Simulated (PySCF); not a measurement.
How methods differ on the ionisation energy of Cr¹¹⁺

Cr¹¹⁺ [Ne] 3s2 3p1 (2P) → Cr¹²⁺ [Ne] 3s2 (1S), as a difference of total energies. Computed with PySCF 2.14 in an even-tempered Gaussian basis (19 s from 0.49 bohr⁻², ratio 2.5; 12 p from 0.64 bohr⁻², ratio 2.5; 5 d from 3.8 bohr⁻², ratio 2.7; 4 f from 5.7 bohr⁻², ratio 2.7), with the spin-free X2C one-electron Hamiltonian (Gaussian nucleus). Correlated levels: outer shells: 1s2 frozen; virtual orbitals above 40 to 60 times the deepest correlated orbital energy dropped. The calculations carry no spin-orbit coupling.

```json
{"method": "UHF", "ionisation energy (eV)": "296.25"}
{"method": "MP2 (outer shells)", "ionisation energy (eV)": "296.79"}
{"method": "SCS-MP2 (outer shells)", "ionisation energy (eV)": "296.72"}
{"method": "CCSD (outer shells)", "ionisation energy (eV)": "296.85"}
{"method": "CCSD(T) (outer shells)", "ionisation energy (eV)": "296.87"}
```

How much does correlation contribute at CCSD(T) (outer shells)?

296.87 − (296.25) = 0.62 eV, measured against UHF.

A first-order spin-orbit estimate (lowest level to lowest level, LS coupling) adds 0.969 eV.

For comparison: 296.7 ± 0.6 eV (semi-empirical (NIST evaluation); NIST Atomic Spectra Database, ionization energies).
